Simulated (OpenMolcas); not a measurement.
**Nb3+ in a ligand field**

Nb3+ with 4 ligands (chloride) in tetrahedral coordination (Td) at 2.35 Å. A charge of +0.25 e stands 2.6 Å behind each ligand. Ligand basis ANO-RCC-VDZP.

```yaml
Program: OpenMolcas
Method: CASSCF
Basis: ANO-RCC-VTZP [7s6p4d2f1g]
Scalar_Hamiltonian: DKH2, point nucleus
Active_space: 2 electrons in 5 orbitals (4d)
State_averaging: 2S+1 = 3 even, 10 roots; 2S+1 = 1 even, 15 roots
Spin-orbit_coupling: state interaction with AMFI integrals over the reference wave functions
```

The lowest spin-free states (labels of Td), above the lowest:

```
State  Degeneracy  E (cm-1)
  3A2           1       0.0
  3T2           3      7971
   1E           2      9540
  3T1           3     12440
  1A1           1     16033
  1T2           3     17091
  1T1           3     18962
  3T1           3     19488
   1E           2     24020
  1T2           3     26450
  1A1           1     39987
```

The lowest levels with spin-orbit coupling:

| E (cm-1) | Degeneracy | 2S+1 |
| --- | --- | --- |
| 0.0 | 3 | 3 |
| 7771 | 2 | 3 (88 %) |
| 7900 | 1 | 3 |
| 7980 | 3 | 3 |
| 8089 | 3 | 3 |
| 9754 | 2 | 1 (85 %) |
| 12308 | 3 | 3 |
| 12436 | 2 | 3 |
| 12751 | 3 | 3 |
| 12842 | 1 | 3 |
| 16194 | 1 | 1 |
| 17036 | 3 | 1 |
| 18934 | 3 | 1 (80 %) |
| 19264 | 1 | 3 |
| 19552 | 3 | 3 (80 %) |
| 19753 | 2 | 3 |
| 19880 | 3 | 3 |
| 24138 | 2 | 1 |
| 26559 | 3 | 1 |
| 40113 | 1 | 1 |

Electric-dipole absorption from the lowest level at this geometry, strongest bands:

```csv
E (cm-1),λ (nm),f
7771,1290,1.67e-05
7980,1250,5.29e-06
8089,1240,3.37e-06
9754,1030,2.68e-05
12308,812,2.77e-03
12436,804,1.81e-03
12751,784,2.62e-03
12842,779,8.75e-04
16194,618,9.25e-06
17036,587,1.35e-04
18934,528,4.94e-04
19264,519,5.77e-04
19552,511,1.32e-03
19753,506,1.27e-03
19880,503,1.79e-03
40113,249,1.47e-06
```

Powder χT (cm3 K/mol): 0.813 at 2 K, 0.814 at 10 K, 0.82 at 50 K, 0.827 at 100 K, 0.842 at 200 K, 0.857 at 300 K. The effective moment at 300 K is 2.828 √(χT) = 2.62 μB.

The lowest level has 2S+1 = 3, for which the spin-only value is χT = S(S+1) / 2 = 1.000 cm3 K/mol (g = 2). The computed 0.857 at 300 K differs by -0.143, through orbital momentum, spin-orbit coupling and any other state in reach.

Metal share of the active 4d orbitals (Löwdin): 76, 76, 76, 89, 89 %; Mulliken charge of the metal 1.24.

Without dynamic correlation the repulsion within the d shell is too large (B by tens of per cent), so at a given field states of lower spin stand too high. The least metal-like active orbital is 76 % on the metal (Löwdin) and no ligand orbital is active, so the numbers are rough. With metal d orbitals alone the field can be off either way by tens of per cent. Ligand-to-metal charge-transfer states are missing. With no ligand orbital active B as a rule stays too high, so bands that hang on it stand too high and its fall with covalency is understated. No measured value stands beside these numbers; the geometry is a model, was not optimised and need not be the one that this ion takes.

The RASSCF and RASSI steps took 54 s on 1 thread of Arm Neoverse V2, with other jobs on the host; the integral step is not counted.
